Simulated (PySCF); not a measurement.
Ligand exchange on a metal centre used in film growth or etching (Zr F-H). All species are isolated molecules in the gas phase.

The dipole moment from two functionals at the same geometries (BP86-D3(BJ)/def2-SVP), both in PySCF: PBE-D3(BJ)/def2-TZVP and TPSSh-D3(BJ)/def2-TZVP. 

| species | PBE-D3(BJ)/def2-TZVP (D) |
|---|---|
| 0 of 4 F replaced by H ([Zr(F)4]) | 0.00 |
| 1 of 4 F replaced by H ([Zr(F)3(H)]) | 0.14 |
| 2 of 4 F replaced by H ([Zr(F)2(H)2]) | 0.23 |
| 3 of 4 F replaced by H | 0.62 |

Question: What does TPSSh-D3(BJ)/def2-TZVP give for each?

Answer: 
- 0 of 4 F replaced by H ([Zr(F)4]): 0.00
- 1 of 4 F replaced by H ([Zr(F)3(H)]): 0.14
- 2 of 4 F replaced by H ([Zr(F)2(H)2]): 0.26
- 3 of 4 F replaced by H: 0.66
Over these rows, drawn at random from the members with no instability flagged (it was tested for open shells, ions and some series alone), PBE minus TPSSh-D3(BJ): mean -0.02 D, from -0.04 D to 0.00 D.
